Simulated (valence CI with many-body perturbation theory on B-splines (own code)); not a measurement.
Dy XXXIV in brief

Computed by valence CI with perturbative core correlation (CI+MBPT): five valence electrons over a frozen Dirac-Fock core [Ar] 3d10, radial functions for each j: 9 s, 9 p, 8 d, 6 f, 3 g, 1 h, with the one-electron correlation potential Σ1 (screened to all orders), the two-electron term Σ2, the three-electron term Σ3, Breit, model QED; selected single and double excitations, second order for the rest (own B-spline code, finite nucleus).

No measured spectrum was set against this ion. As an estimate, large intervals hold to a few tenths of a per cent, small ones and those within an open d or f shell to about a per cent. Among the levels kept, up to 270 cm⁻¹ of a level comes from second order outside the variational space, and about a tenth of that is noise between levels of different J, which matters for small intervals.

Levels are named by their leading jj configuration (3d3/2^4 stands for four electrons in 3d with j = 3/2), which in mixed levels can hold well under half, so a name can repeat and another be missing.

Rates and lifetimes use the calculated energies. Strong lines usually hold to 10 to 20 %, long lifetimes can be off by a factor of two.

(1) What is the ground level?

(2) Among levels below 267.60 eV, which E1 lines absorb most strongly from the ground level?

(3) What is the ionisation energy?

(4) What are the static dipole polarisabilities of the lowest levels?

(5) Where does the other parity begin?

## Answers

(1) (4s^2 4p1/2^2 4p3/2) J=3/2, composition 45 % 4s²4p³ ²P° + 29 % 4s²4p³ ⁴S° + 25 % 4s²4p³ ²D°, g = 1.390.

(2) to (4s^2 4p1/2 4p3/2 4d3/2) J=5/2 at 6.614 nm, f = 0.659; to (4s^2 4p1/2 4p3/2 4d3/2) J=3/2 at 6.605 nm, f = 0.544; to (4s^2 4p1/2^2 4d5/2) J=5/2 at 8.646 nm, f = 0.268.

(3) 1372.7 eV; NIST lists 1371 ± 5 eV (theoretical).

(4) (4s^2 4p1/2^2 4p3/2) J=3/2 0.0668 (tensor 0.0044); (4s^2 4p1/2 4p3/2^2) J=3/2 0.0739 (tensor 0.00089); (4s^2 4p1/2 4p3/2^2) J=5/2 0.0735; (4s^2 4p1/2 4p3/2^2) J=1/2 0.0734 bohr³, of which the core gives 0.00382.

(5) At (4s 4p1/2^2 4p3/2^2) J=5/2, 122.24 eV.
